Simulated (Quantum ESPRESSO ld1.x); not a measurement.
All-electron atom: In V in [Kr] 4d9. All-electron calculation, scalar-relativistic Kohn-Sham, LDA (Slater exchange, Perdew-Zunger correlation), spin-polarised, spherical densities, point nucleus; open shells are filled with parallel spins first. Program: ld1.x of Quantum ESPRESSO 7.5.

Radial electron density D(r) = 4 pi r^2 rho(r):

r (bohr)  D(r) (e/bohr)   spin D(r)
0.003773          13.18  -0.0000589
0.004288          15.92  -0.0000709
0.004913          19.30  -0.0000857
0.005584          22.96   -0.000102
0.006347          27.06   -0.000119
0.007271          31.87   -0.000140
0.008264          36.74   -0.000160
0.009393          41.81   -0.000181
0.01068           46.89   -0.000202
0.01223           52.03   -0.000223
0.0139            56.32   -0.000239
0.0158            59.75   -0.000251
0.0181            62.15   -0.000254
0.02057           63.02   -0.000243
0.02338           62.51   -0.000206
0.02679           60.68   -0.000116
0.03045           58.25   0.0000669
0.0346            55.90    0.000435
0.03933           54.50     0.00115
0.04506           55.00     0.00263
0.05121           57.88     0.00520
0.0582            62.98     0.00971
0.06668           69.83      0.0179
0.07579           75.94      0.0303
0.08614           79.79      0.0492
0.09869           79.73      0.0781
0.1122            75.41       0.115
0.1275            68.21       0.160
0.1449            60.70       0.209
0.166             55.63       0.259
0.1887            55.44       0.291
0.2144            59.11       0.295
0.2457            63.96       0.260
0.2792            65.35       0.190
0.3173            60.95      0.0993
0.3636            50.22      0.0181
0.4132            37.61    -0.00115
0.4696            26.77      0.0708
0.5338            20.54       0.245
0.6115            19.17       0.512
0.695             20.57       0.780
0.7899            21.74       0.988
0.905             20.77        1.08
1.029             17.65        1.03
1.169             13.36       0.870
1.339             8.837       0.643
1.522             5.385       0.430
1.73              2.962       0.254
1.966             1.462       0.131
2.253            0.6031      0.0553
2.56             0.2261      0.0205
2.91            0.07155     0.00627
3.334           0.01694     0.00140
3.789          0.003438    0.000261

D(r) has 4 maxima, at r = 0.0209, 0.0918, 0.273, 0.803 bohr, and minima at 0.0409, 0.178, 0.597 bohr, inside which lie 2.00, 11.20, 29.05 electrons.
